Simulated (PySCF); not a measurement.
# Dipole response of Zn (zinc, neutral)

[Ar] 3d10 4s2, closed-shell 1S. Computed with PySCF 2.14 in ANO-RCC-VTZP, with scalar relativity by spin-free X2C-1e. Coupled (time-dependent) response in atomic units; α is the mean over directions. The basis has no added diffuse functions, which lowers α and C₆.

```
method  mean α (bohr³)  C₆ (like pair)  S(−4)
   UHF           49.25           381.4   1264
   PBE           37.16           256.1  717.5
  PBE0           39.90           283.4  827.9
 B3LYP           37.42           258.7  726.4
 M06-L           39.20           282.9  757.4
```

S(−4) is the Cauchy moment in α(ω) = α(0) + S(−4) ω² + …

Reference α: 38.67 ± 0.3 bohr³ (recommended; Schwerdtfeger and Nagle, table of static dipole polarizabilities (2023 update)). Published C₆: 284.0 (Chu and Dalgarno (2004); Tang, Norbeck and Certain (1976)).

Hartree-Fock lies above the reference because it lacks correlation, which contracts the outer shell.

α(iu) at PBE:

```
u (hartree)  α(iu) (bohr³)
          0          37.16
     0.0500          35.45
      0.100          31.23
      0.200          21.53
      0.300          14.62
      0.500          7.808
      0.750          4.559
       1.00          3.155
       1.50          1.962
       2.00          1.434
       3.00         0.9108
       5.00         0.4661
```

A single London oscillator, α(iu) = α/(1 + u²/ω²), gives C₆ = (3/4) ω α². Matching the computed C₆ needs ω = 4 × 256.1 / (3 × 37.16²) = 0.247 hartree.
